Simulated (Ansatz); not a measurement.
A series at Al: from `[SiH3][O][Al]([O][SiH3])[O][SiH3]`, ligands are replaced one by one, each step taking up H₂ and setting free `O[SiH3]`; n counts the steps. Ansatz, PBE0-D4/def2-TZVP geometries. Each molecule was computed in one conformer, which needn't be the lowest.

```json
{"n": "0", "molecule": "`[SiH3][O][Al]([O][SiH3])[O][SiH3]`", "HOMO energy, ωB97M-V/def2-TZVPP (eV)": "-10.93"}
{"n": "1", "molecule": "`[SiH3][O][AlH][O][SiH3]`", "HOMO energy, ωB97M-V/def2-TZVPP (eV)": "?"}
{"n": "2", "molecule": "`[AlH2][O][SiH3]`", "HOMO energy, ωB97M-V/def2-TZVPP (eV)": "-10.48"}
{"n": "3", "molecule": "`[AlH3]`", "HOMO energy, ωB97M-V/def2-TZVPP (eV)": "-10.81"}
```

Q: By hand: fit a straight line y = ȳ + b (n − n̄) to the 3 given rows and predict n = 1.

A: n̄ = 1.667, ȳ = -10.740; Σ(n − n̄)(y − ȳ) = 0.310, Σ(n − n̄)² = 4.667, so b = 0.066 eV a step. Prediction: -10.740 + (0.066) × (-0.667) = -10.78 eV.

Q: By hand: compare with the computed value, -11.00 eV, and give the steps along the whole series.

A: The line misses by -0.22 eV (computed minus predicted). Steps: -0.07, 0.52, -0.33 eV.

The steps change sign along the series, so a line is a poor guide. The highest orbital can change its character along such a series. The miss is 42.3 % of the series' range.
